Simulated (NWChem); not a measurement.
System: InH, singlet; SMILES [InH]

Here is an NWChem input.

```
start job
memory heap 200 mb stack 700 mb global 900 mb
geometry units angstroms noautosym nocenter noautoz
  In     0.000000     0.000000    -0.014080
  H      0.000000     0.000000    -1.877363
end
basis spherical
  In library def2-svp
  H library def2-svp
end
ecp
  In library def2-ecp
end
dft
  xc xwpbe 1.00 cpbe96 1.0 hfexch 1.00
  cam 0.2 cam_alpha 0.0 cam_beta 1.0
  iterations 150
  vectors input atomic output neutral.movecs
end
task dft energy
charge 1
dft
  odft
  mult 2
  vectors input atomic output cation.movecs
end
task dft energy
```

Low-valent species are run as closed-shell singlets; no triplet was tried in these runs. Structure relaxed at the PBE0/def2-SVP level. def2 effective core potentials on In; no spin-orbit coupling.

Ions are spin-unrestricted doublets at the neutral geometry; other ion states weren't tried. Functional: LC-ωPBE (HJS hole) with def2-SVP; the question gives the range parameter ω in 1/bohr.

Problem. What results follow from this input? (LC-wPBE (HJS exchange hole, range parameter 0.2 per bohr)/def2-SVP with def2 effective core potentials on In, vertical spin-unrestricted ions.) Quantities: vertical ionisation energy, ΔSCF (eV); −ε(HOMO) (eV).

Solution. The vertical ionisation energy, ΔSCF (eV) is 7.93 and the −ε(HOMO) (eV) comes out as 7.11.
